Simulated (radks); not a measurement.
The numbers below are computed, except where a source is named.
Species: the gold ion Au3+. Configuration: [Xe] 4f14 5d7.5 6d0.5 (fractional occupations, a model configuration).

Code: a radial shooting solver on a logarithmic mesh with Libxc functionals. Model: Dirac Kohn-Sham, PBE, spin-unpolarised, spherical densities, finite nucleus; open shells fill j = l - 1/2 first; Fermi nuclear charge, rms radius 5.4371 fm.

Energy parts (hartree):
| part | energy |
|---|---|
| total | -19040.9831 |
| kinetic | 21860.3090 |
| electron-nucleus | -47837.0003 |
| Hartree | 7299.7657 |
| exchange-correlation | -364.0574 |

Orbitals (lengths in bohr, moments of r in powers of bohr; r(max) is where P^2 peaks):
orbital  occ.  eigenvalue (hartree)   r(max)
1s1/2       2             -2963.838  0.01042
2s1/2       2             -523.7807  0.06039
2p1/2       2             -502.4895  0.04446
2p3/2       4             -435.0375  0.05184
3s1/2       2             -124.7509   0.1699
3p1/2       2             -115.1418   0.1586
3p3/2       4             -100.2570   0.1735
3d3/2       4             -84.24697   0.1352
3d5/2       6             -81.04754   0.1393
4s1/2       2             -28.23780   0.3832
4p1/2       2             -24.13227   0.3814
4p3/2       4             -20.56277   0.4122
4d3/2       4             -13.83223   0.4052
4d5/2       6             -13.16734   0.4147
4f5/2       6              -4.53677   0.3733
4f7/2       8              -4.39655   0.3779
5s1/2       2              -5.43953   0.8484
5p1/2       2              -4.09942   0.8956
5p3/2       4              -3.48045   0.9740
5d3/2       4              -1.65146    1.160
5d5/2     3.5              -1.58137    1.193
5f5/2       0              -0.42054    3.385
5f7/2       0              -0.41964    3.403
6s1/2       0              -1.29806    2.028
6p1/2       0              -0.99203    2.321
6p3/2       0              -0.90875    2.529
6d3/2     0.5              -0.55157    3.577
6d5/2       0              -0.54258    3.655

The highest occupied level is 6d3/2 at -15.009 eV. The configuration is held as typed, so some empty levels lie below it. Summed over all electrons, <r^2> = 44.29 bohr^2, which gives a Langevin (diamagnetic) susceptibility term of -35.1 x 10^-6 cm^3/mol. The density falls to 0.001 e/bohr^3 at r = 3.87 bohr. The electron density at the nucleus is 2.143e+06 e/bohr^3.
